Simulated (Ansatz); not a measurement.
Program: Ansatz. Geometries: PBE0-D4/def2-TZVP. ΔE: electronic, gas phase. CCSD(T)/CBS adds triple-zeta CCSD(T) − MP2 to the extrapolated MP2 energy (def2 sets, frozen cores). This one scheme is used for every species. Functionals use def2-TZVPP. HSE06 is defined as in plane-wave codes. def2 core potentials past Kr. For Te outer-core shells are correlated without core-valence functions, which leaves a few kJ/mol of doubt a bond. One conformer a species, not always the lowest.

`C=C[Te][SiH3]` + `C[SiH2]O[SiH3]` → `C=C[Te][SiH2]C` + `[SiH3]O[SiH3]`  (redistribution)

Task: Is it downhill or uphill in electronic energy at CCSD(T)/CBS, and by how much? (An estimate is asked.)

Result: The calculation gave: Nearly level: ΔE = +2.6 kJ/mol.

Task: What do these levels give: r2SCAN-D4, PBE0-D4, CAM-B3LYP-D4, ωB97X-V, r2SCAN0, HSE06, CAM-B3LYP, HF/def2-TZVPP, CCSD/def2-TZVPP, MP2/def2-QZVPP, HF/CBS(def2), CCSD/CBS(def2)? (An estimate is asked.)

Result: Ansatz gave: r2SCAN-D4 5.4, PBE0-D4 4.4, CAM-B3LYP-D4 4.4, ωB97X-V 4.2, r2SCAN0 5.6, HSE06 5.9, CAM-B3LYP 6.1, HF/def2-TZVPP 5.4, CCSD/def2-TZVPP 3.8, MP2/def2-QZVPP 0.3, HF/CBS(def2) 5.4, CCSD/CBS(def2) 3.1 kJ/mol.

Largest T1 diagnostic among the species: 0.011.

Leaving LDA and LC-ωPBE aside and taking each functional with its dispersion term where it has one, the values, not all of them listed here, spread over 3.5 kJ/mol, from BHLYP-D4 to B97M-V.
